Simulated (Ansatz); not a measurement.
Reaction (cleavage of the Si–Ge bond): `[F][GeH]([AlH2])[SiH3]` + `[OH][GeH]([F])[F]` → `[F][GeH]([F])[O][SiH3]` + `[F][GeH2][AlH2]`

Computed with Ansatz on PBE0-D4/def2-TZVP structures; ΔE is electronic, products minus reactants. CCSD(T)/CBS adds triple-zeta CCSD(T) − MP2 to the extrapolated MP2 energy (def2 sets, frozen cores). Functionals use def2-TZVPP. B3LYP here is the variant with VWN-RPA as its local correlation; programs differ in this. For Ge outer-core shells are correlated without core-valence functions, which leaves a few kJ/mol of doubt a bond. Scalar relativity is left out up to krypton. Each species was taken in one conformer, which may not be the lowest.

`[F][GeH]([AlH2])[SiH3]`:

Cartesian coordinates in Å:
```
F 1.245 1.963 0.053
Ge 0.545 0.445 -0.516
Al 1.800 -1.423 0.550
Si -1.793 0.623 -0.028
H 0.721 0.505 -2.055
H 1.413 -2.908 0.144
H 2.922 -1.131 1.627
H -2.372 1.847 -0.638
H -2.478 -0.578 -0.580
H -2.002 0.656 1.443
```

`[OH][GeH]([F])[F]`:

```xyz
6

O     0.746    1.089   -0.449
Ge   -0.371   -0.188   -0.057
F    -0.689   -0.169    1.634
F     0.393   -1.710   -0.305
H     1.572    1.049    0.041
H    -1.650   -0.071   -0.864
```

`[F][GeH]([F])[O][SiH3]`:

Cartesian coordinates in Å:
```
F 1.635 0.738 -1.658
Ge 1.485 -0.381 -0.364
F 2.113 0.447 1.004
O -0.197 -0.680 -0.095
Si -1.527 0.196 0.344
H 2.267 -1.650 -0.646
H -1.239 1.651 0.272
H -2.628 -0.150 -0.588
H -1.909 -0.171 1.730
```

`[F][GeH2][AlH2]`:

Z-matrix (Å, degrees):
```
Ge
Al 1 2.493
F 1 1.758 2 108.2
H 1 1.545 2 115.6 3 -116.7
H 1 1.546 2 115.7 3 116.7
H 2 1.583 1 120.5 3 0.2
H 2 1.587 1 118.2 3 180.0
```

```json
{"level": "r2SCAN-D4", "ΔE (kJ/mol)": "-70.3"}
{"level": "B3LYP-D4", "ΔE (kJ/mol)": "-75.8"}
{"level": "ωB97M-V", "ΔE (kJ/mol)": "-77.9"}
{"level": "B3LYP", "ΔE (kJ/mol)": "-76.3"}
{"level": "MP2/def2-TZVPP", "ΔE (kJ/mol)": "-83.1"}
{"level": "CCSD/def2-TZVPP", "ΔE (kJ/mol)": "-82.9"}
{"level": "HF/def2-QZVPP", "ΔE (kJ/mol)": "-110.2"}
{"level": "MP2/CBS(def2)", "ΔE (kJ/mol)": "-81.6"}
```

Task: What does CCSD(T)/CBS give? (An estimate is asked.)

Result: The calculation gave: -77.6 kJ/mol. The listed levels differ from it by 7.3, 1.8, -0.3, 1.3, -5.5, -5.3, -32.6, -4.0 kJ/mol.

Largest T1 diagnostic among the species: 0.013.

In def2-TZVPP, CCSD(T) changes the Hartree–Fock value by +27.8 kJ/mol (the triples alone add +3.8 kJ/mol) and MP2 by +23.8 kJ/mol. From PBE to PBE0 (25 % exact exchange), in def2-TZVPP and without D4, ΔE moves by −9.5 kJ/mol.
